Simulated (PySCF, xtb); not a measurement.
C₄H₃S, SMILES [c]1ccsc1, multiplicity 2.

Harmonic wavenumbers (cm⁻¹) from GFN2-xTB (xtb 6.7.1) at its own minimum, in rising order: 377, 497, 566, 686, 714, 731, 734, 817, 837, 1042, 1064, 1119, 1298, 1428, 1553, 3142, 3153, 3193.

Task: What does PBE-D3(BJ)/def2-SVP (PySCF) give at its own minimum? (An estimate is asked for; the answer gives what the named calculation found.)

Result: 434, 533, 587, 600, 708, 721, 782, 833, 838, 1033, 1042, 1130, 1310, 1422, 1497, 3158, 3179, 3196. Paired by order, the mean absolute difference is 25 cm⁻¹ and the zero-point energies are 32.8 and 32.9 kcal/mol.
